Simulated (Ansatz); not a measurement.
Level of theory: frozen-core CCSD(T)/def2-TZVPP // r2SCAN-D4/def2-SVP (Ansatz, a program for electronic structure).

Ansatz 0.2 input:
```yaml
crystal:
  periodic: [false, false, false]
  atoms:
    - { symbol: Zr, position_ang: [-0.00075, -0.004979, 0.073948] }
    - { symbol: Cl, position_ang: [1.911911, -0.534709, 1.292044] }
    - { symbol: Cl, position_ang: [-1.938352, 0.359261, 1.31317] }
    - { symbol: H, position_ang: [0.349746, 1.527181, -0.882404] }
    - { symbol: H, position_ang: [-0.329766, -1.394614, -1.086069] }
basis:
  gaussian: { orbitals: def2-TZVPP }
correlation:
  method: ccsd_t
```

Output:

```
Functional definition: HF
1028 factors; integrals over basis functions are off by at most 6.1e-4 eV
mean field evaluation 1: about -26307.1793 eV, gradient 2.5e1 eV
mean field evaluation 2: about -26307.3008 eV, gradient 2.6e1 eV
mean field evaluation 4: about -26309.5913 eV, gradient 2.2e0 eV
mean field evaluation 8: about -26309.6337 eV, gradient 1.8e-1 eV
mean field evaluation 16: about -26307.1772 eV, gradient 2.5e1 eV
mean field -26309.63398860 eV, -966.8612157705 hartree, gradient 1.4e-6 eV, S^2 0.000000; 0 other end points of the search recorded, 0 dependent functions left out
10 core orbitals not correlated
reference -26309.63398860 eV, -966.8612157705 hartree; 14, 14 occupied and 144, 144 virtual orbitals, 1028 factors
second order -19.65577111 eV of doubles, -0.00000000 eV of singles
cycle   1  -20.18683716 eV  change   -5.3e-1 eV  update   1.3e-1
cycle   2  -20.63611672 eV  change   -4.5e-1 eV  update   4.5e-2
cycle   3  -20.80432671 eV  change   -1.7e-1 eV  update   2.6e-2
cycle   4  -20.79216951 eV  change    1.2e-2 eV  update   7.4e-3
cycle   5  -20.78310387 eV  change    9.1e-3 eV  update   3.0e-3
cycle   6  -20.78421461 eV  change   -1.1e-3 eV  update   8.9e-4
cycle   7  -20.78422232 eV  change   -7.7e-6 eV  update   3.2e-4
cycle   8  -20.78423542 eV  change   -1.3e-5 eV  update   1.1e-4
cycle   9  -20.78429049 eV  change   -5.5e-5 eV  update   5.1e-5
cycle  10  -20.78426536 eV  change    2.5e-5 eV  update   1.9e-5
perturbative correction -0.91715419 eV, -0.0337047949 hartree
Total energy: -26331.33540815 eV, -967.6587282294 hartree
```

Cost: around 19 core-seconds (rough).
